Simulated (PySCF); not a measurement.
BaF₂. Atoms are numbered in the order given.

```xyz
3

Ba     0.0000     0.0000     0.2693
F      0.0000    -1.9094    -0.8380
F      0.0000     1.9094    -0.8380
```

Coordinates come from a PBE0-D3(BJ)/def2-TZVP optimisation. The isomer is the one that the SMILES or the coordinates give; other isomers of the formula were not compared. The def2 effective core potentials stand for the cores of Ba; spin–orbit coupling is left out.

Computed with TDA-PBE/def2-TZVPD (PySCF).

Vertical excitations.  State labels are in the subgroup C2v.

Q: Estimate the UV-visible absorptions. (The exact figures need the calculation; the answer reports its results.)

A: 
```csv
state,symmetry,energy (eV),λ (nm),f,main pairs
S1,B2,4.60,270,0.001,HOMO→LUMO 100 %
S2,A1,4.90,253,0.002,HOMO−1→LUMO 100 %
S3,B1,5.07,244,0.007,HOMO−2→LUMO 100 %
S4,A2,5.28,235,0.000,HOMO−3→LUMO 100 %
S5,B2,5.30,234,0.020,HOMO−4→LUMO 100 %
S6,A1,5.45,227,0.007,HOMO−5→LUMO 100 %
S7,A2,5.79,214,0.000,HOMO→LUMO+1 100 %
S8,B2,5.82,213,0.001,HOMO→LUMO+2 100 %
S9,B1,6.11,203,0.000,HOMO−1→LUMO+1 99 %
S10,A1,6.16,201,0.008,HOMO−1→LUMO+2 90 %
T1,B2,4.57,272,0,HOMO→LUMO 100 %
T2,A1,4.86,255,0,HOMO−1→LUMO 100 %
T3,B1,5.04,246,0,HOMO−2→LUMO 100 %
T4,A2,5.24,236,0,HOMO−3→LUMO 100 %
```
Triplets are in the Tamm–Dancoff approximation.
